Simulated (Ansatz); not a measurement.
**GeH2ClO (SMILES [O][GeH2][Cl]): the energy to break a bond**

GeH2ClO: 5 atoms, total charge 0, spin state doublet. As SMILES, `[O][GeH2][Cl]`. Geometry: optimised at wB97X-V/def2-SVP.

```xyz
5

O    -0.2737   -0.5918    1.6273
Ge    0.1245   -0.0804   -0.0374
Cl   -1.3520    1.2934   -0.7787
H     0.0855   -1.3433   -0.8973
H     1.4655    0.6483    0.0447
```

Wanted: the dissociation energy of the Ge2–O1 bond into doublet GeH2Cl and triplet O (shapes relaxed at wB97X-V/def2-SVP, no zero-point term). 1 Eh = 2625.50 kJ/mol = 27.2114 eV. Totals in Eh; open shells run unrestricted unless said.

```tsv
level	program	GeH2ClO	doublet GeH2Cl	triplet O
UHF/def2-TZVPP	Ansatz	-2610.953754	-2536.052905	-74.815624
UPBE0-D4/def2-TZVPP	Ansatz	-2613.160422	-2537.999915	-75.018600
U-wB97M-V/def2-TZVPP	Ansatz	-2613.486565	-2538.265672	-75.077171
```

Task: Work out the dissociation energy at each level.

Result: 
1. UHF/def2-TZVPP: (-2536.052905) + (-74.815624) − (-2610.953754) = 0.085225 Eh = 223.8 kJ/mol = 2.32 eV.
2. UPBE0-D4/def2-TZVPP: (-2537.999915) + (-75.018600) − (-2613.160422) = 0.141907 Eh = 372.6 kJ/mol = 3.86 eV.
3. U-wB97M-V/def2-TZVPP: (-2538.265672) + (-75.077171) − (-2613.486565) = 0.143722 Eh = 377.3 kJ/mol = 3.91 eV.

The levels span 224 to 377 kJ/mol; no measured value is set beside them. Hartree–Fock lacks the correlation of the bonding electrons, so it comes out low. A bond enthalpy at 298 K also holds the loss of zero-point energy and thermal terms.
